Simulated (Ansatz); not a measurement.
Basis-set extrapolation for `[SiH3]C[BH][AlH][SiH3]` (PBE0-D4/def2-TZVP geometry, frozen core, Ansatz). Multiplicity 1, RHF reference.

```
                      def2-TZVPP   def2-QZVPP
                 HF  -888.163063  -888.190951
    MP2 correlation    -0.612959    -0.654026
CCSD(T) correlation    -0.722945      not run
```

Energies in hartree. Use E(X) = E(∞) + A·exp(−7.88·√X) for Hartree–Fock and E(X) = E(∞) + B·X^(−2.97) for correlation, with X = 3 and 4, and add CCSD(T) minus MP2 of the smaller set to the MP2 limit.

**Question.** What is the CCSD(T) energy at the basis-set limit?

**Answer.** HF limit: -888.190951 + (-0.027888) × 0.13774 = -888.19479. MP2 limit: -0.654026 + (-0.041067) × 0.74074 = -0.68445. Higher-order term: -0.722945 − (-0.612959) = -0.10999. Total: -888.98923 hartree, 64.8 kcal/mol below CCSD(T)/def2-TZVPP.
